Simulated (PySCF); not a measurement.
SbF3, SMILES [F][Sb]([F])[F].

Coordinates come from a PBE-D3(BJ)/def2-SVP optimisation. The isomer is the one that the SMILES or the coordinates give; other isomers of the formula were not compared. The def2 effective core potentials stand for the cores of Sb; spin–orbit coupling is left out.

Two levels are set side by side: TDA-PBE/def2-SVPD (PySCF) and TDA-M06-2X/def2-SVPD (PySCF). Vertical, same geometry. The lowest singlet is HOMO→LUMO 73 %, HOMO−1→LUMO+1 17 % with PBE and HOMO→LUMO 92 % with the other functional; states are paired by order. Differences are taken from unrounded values.

```csv
quantity,TDA-M06-2X
lowest singlet excitation (eV),7.35
lowest triplet excitation (TDA) (eV),5.29
first bright state (f over 0.05) (eV),7.35
its oscillator strength,0.25
```

Problem. What does TDA-PBE give, and how far is it from TDA-M06-2X? (The exact figures need the calculation; the answer reports its results.)

Solution. 
```
quantity                               TDA-PBE  TDA-PBE minus TDA-M06-2X
-------------------------------------  -------  ------------------------
lowest singlet excitation (eV)            6.55                     -0.80
lowest triplet excitation (TDA) (eV)      5.34                      0.05
first bright state (f over 0.05) (eV)     6.55                     -0.80
its oscillator strength                   0.07                     -0.18
```

A lower first singlet is the usual sign of a functional without exact exchange. Differences between two approximate levels are no errors against the true value.

Rough cost on one machine, each run with all the roots and properties that it gave: TDA-M06-2X against TDA-PBE about 9 times.
